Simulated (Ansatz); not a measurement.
CdMeBr (CH3BrCd). The state is a singlet with charge 0. Geometry PBE0-D4/def2-TZVP.

```
atom   x (Å)   y (Å)   z (Å)
 Cd1   0.488  -0.102   1.067
  C2  -0.383   0.078  -0.835
  H3  -1.128  -0.705  -0.972
  H4   0.388  -0.018  -1.599
  H5  -0.862   1.053  -0.925
 Br6   1.498  -0.307   3.265
```

In the def2 sets Cd takes a core potential; there is no spin–orbit coupling.

(1) Estimate the orbital energies around the gap (eV) in Ansatz with HF/def2-TZVP, PBE-D4/def2-TZVPD, PBE0-D4/def2-SVP, CAM-B3LYP-D4/def2-TZVP, ωB97X-V/def2-TZVP.

## Answers

(1) 
```
orbital  HF/def2-TZVP  PBE-D4/def2-TZVPD  PBE0-D4/def2-SVP  CAM-B3LYP-D4/def2-TZVP  ωB97X-V/def2-TZVP
 HOMO−5        -15.01              -9.90            -11.30                  -12.86             -13.89
 HOMO−4        -15.01              -9.90            -11.30                  -12.86             -13.89
 HOMO−3        -12.14              -8.43             -9.50                  -10.94             -11.93
 HOMO−2        -10.72              -7.12             -8.10                   -9.42             -10.37
 HOMO−1        -10.72              -6.68             -7.75                   -9.21             -10.25
   HOMO        -10.55              -6.68             -7.75                   -9.21             -10.25
   LUMO          1.69              -1.81             -0.76                   -0.09               0.94
 LUMO+1          1.87              -1.08             -0.31                    0.34               1.29
 LUMO+2          1.87              -1.08             -0.31                    0.34               1.29
 LUMO+3          3.89               0.11              1.84                    2.16               3.22
 LUMO+4          5.91               1.03              3.22                    3.81               4.84
 LUMO+5          5.91               1.27              3.81                    3.95               5.08
```
